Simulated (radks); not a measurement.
Question: The nitrogen anion N-, [He] 2s2 2p4, held by a Watson sphere: a shell of charge +0.88 at radius R that stands for the Madelung well of a crystal (potential energy -0.88/R inside, -0.88/r outside, in hartree with lengths in bohr). All-electron calculation, non-relativistic Kohn-Sham, PBEsol, spin-unpolarised, spherical densities, point nucleus. Program: a radial shooting solver on a logarithmic mesh with Libxc functionals. Response by self-consistent Sternheimer equations with the Hartree and adiabatic LDA kernel. The sphere does not respond.

| R (bohr) | e(1s) (eV) | e(2s) (eV) | e(2p) (eV) | <r> 2p (bohr) | sum of <r^2> (bohr^2) | X-ray form factor at sin(theta)/lambda = 0.1 1/angstrom | alpha (bohr^3) |
|---|---|---|---|---|---|---|---|
| 1.82 | -378.65 | -17.154 | -5.874 | 1.591 | 18.10 | 6.858 | 13.83 |
| 2.09 | -378.64 | -16.603 | -5.453 | 1.634 | 19.02 | 6.813 | 16.01 |
| 2.16 | -378.63 | -16.468 | -5.345 | 1.644 | 19.25 | 6.802 | 16.62 |
| 2.35 | -378.55 | -16.118 | -5.058 | 1.670 | 19.84 | 6.776 | 18.39 |
| 2.84 | -378.25 | -15.332 | -4.373 | 1.728 | 21.22 | 6.718 | 23.59 |
| 3.95 | -377.41 | -14.042 | -3.146 | 1.820 | 23.73 | 6.635 | 38.69 |

Estimate the row for R = 1.94 bohr.

Answer: e(1s) (eV) -378.66; e(2s) (eV) -16.903; e(2p) (eV) -5.686; <r> 2p (bohr) 1.611; sum of <r^2> (bohr^2) 18.52; X-ray form factor at sin(theta)/lambda = 0.1 1/angstrom 6.837; alpha (bohr^3) 14.76.
